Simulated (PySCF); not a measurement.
## Two-component Hartree-Fock for F (fluorine, neutral)

Start: [He] 2s2 2p5; 2p1/2 filled at m_j = -1/2, +1/2; 2p3/2 filled at m_j = -1/2, +1/2, +3/2. Calculated with PySCF 2.14 in x2c-TZVPall-2c: generalised Hartree-Fock with the X2C-1e Hamiltonian and a Gaussian nucleus; one run each with spin-orbit coupling (SO) switched off, then screened by Boettger's factors. This is a chosen level, not necessarily the ground level.

| spinor shell | electrons | ε, spin-free (eV) | ε, screened SO (eV) | weight of nominal j (screened SO) | rms radius, screened SO (bohr) |
| --- | --- | --- | --- | --- | --- |
| 1s1/2 | 2 | -718.56 | -718.55 | 1.000 | 0.204 |
| 2s1/2 | 2 | -42.866 | -42.863 | 1.000 | 1.10 |
| 2p1/2 | 2 | -19.873 | -19.837 | 0.662 | 1.24 |
| 2p3/2 | 3 | -19.873 | -19.898 | 0.774 | 1.24 |

| quantity | spin-free | screened SO |
| --- | --- | --- |
| E (hartree) | -99.49510 | -99.49578 |
| M_J | 3/2 | 3/2 |
| ⟨J²⟩ | 3.756 | 3.756 |
| ⟨L²⟩ | 2.003 | 2.003 |
| ⟨S²⟩ | 0.753 | 0.753 |

Each row is a mean over spinors that exchange with the open shell spreads, by up to 5.339 eV (2s1/2).

Rows whose weight is well below 1 are mixtures of j = l ± 1/2: exchange outweighs spin-orbit coupling there, and the label is only the starting occupation.

Without spin-orbit coupling the j labels of p, d and f shells carry no meaning; the spin-free column gives the mean over the occupied spinors of each nl shell.
